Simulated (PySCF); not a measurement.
Isomers of C4H8IN, mass 196.970 u with the commonest isotopes. Level of theory: PBE0-D3(BJ)/def2-SVP geometry optimisation, gas phase, def2 core potentials past Kr in PySCF. One conformer each, none proved a minimum here; rigid rotors.

Question: Order these by out-of-plane moment Σ m c² = (Ia + Ib − Ic)/2, largest first.
A. `[CH3:1]/[C:2](=[CH:3]\[I:4])[CH2:5][NH2:6]` with C1–C2–C5–N6 58°, C2–C5–N6–H 71° and -171°
B. `C=C(I)N(C)C`
C. `[CH3:1]/[C:2]([I:3])=[CH:4]/[CH2:5][NH2:6]` with C2–C4–C5–N6 -106°, C4–C5–N6–H 58° and -59°

Answer: B (50.78 u·Å²), C (16.96 u·Å²), A (15.86 u·Å²).

Question: Order these by rotational constant B, smallest first.
A. `C=C(I)N(C)C`
B. `[CH3:1]/[C:2]([I:3])=[CH:4]/[CH2:5][NH2:6]` with C2–C4–C5–N6 -106°, C4–C5–N6–H 58° and -59°
C. `[CH3:1]/[C:2](=[CH:3]\[I:4])[CH2:5][NH2:6]` with C1–C2–C5–N6 58°, C2–C5–N6–H 71° and -171°

Answer: C (698.9 MHz), B (1149 MHz), A (1187 MHz).

Question: Order these by rotational constant C, largest first.
A. `[CH3:1]/[C:2]([I:3])=[CH:4]/[CH2:5][NH2:6]` with C2–C4–C5–N6 -106°, C4–C5–N6–H 58° and -59°
B. `C=C(I)N(C)C`
C. `[CH3:1]/[C:2](=[CH:3]\[I:4])[CH2:5][NH2:6]` with C1–C2–C5–N6 58°, C2–C5–N6–H 71° and -171°

Answer: B (1056 MHz), A (861.1 MHz), C (659.6 MHz).

```csv
SMILES,point group,Ia (u·Å²),Ib (u·Å²),Ic (u·Å²),κ,μa (D),μb (D),μc (D)
C/C(=C\I)CN,C1,74.86,723.09,766.24,-0.99,2.28,1.08,0.16
C/C(I)=C/CN,C1,181.15,439.67,586.90,-0.70,0.82,2.14,0.48
C=C(I)N(C)C,Cs,154.27,425.70,478.40,-0.88,2.44,0.06,0.00
```
